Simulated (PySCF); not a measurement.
Job for PySCF: R-BP86/LANL2DZ on GeF+, 2S+1 = 1, a spin state set in the input, which need not be the lowest, a point of a bond scan (R = 1.777 Å). Charge +1.

```python
from pyscf import gto, scf, dft, mp
from pyscf.data.elements import chemcore

mol = gto.M(
    atom='''
    F     0.00000000    0.00000000    0.00000000
    Ge    0.00000000    0.00000000    1.77686300
    ''',
    basis='lanl2dz',
    ecp={'Ge': 'lanl2dz'},
    charge=1, spin=0, verbose=3, max_memory=1800)
mf = dft.RKS(mol, xc='b88,p86')
mf.conv_tol = 1e-8
mf.max_cycle = 100
mf.kernel()
if not mf.converged:
    mf = mf.newton().run(mf.mo_coeff, mf.mo_occ)
```

### Question
Predict the final total energy.

### Answer
-103.3424 hartree.
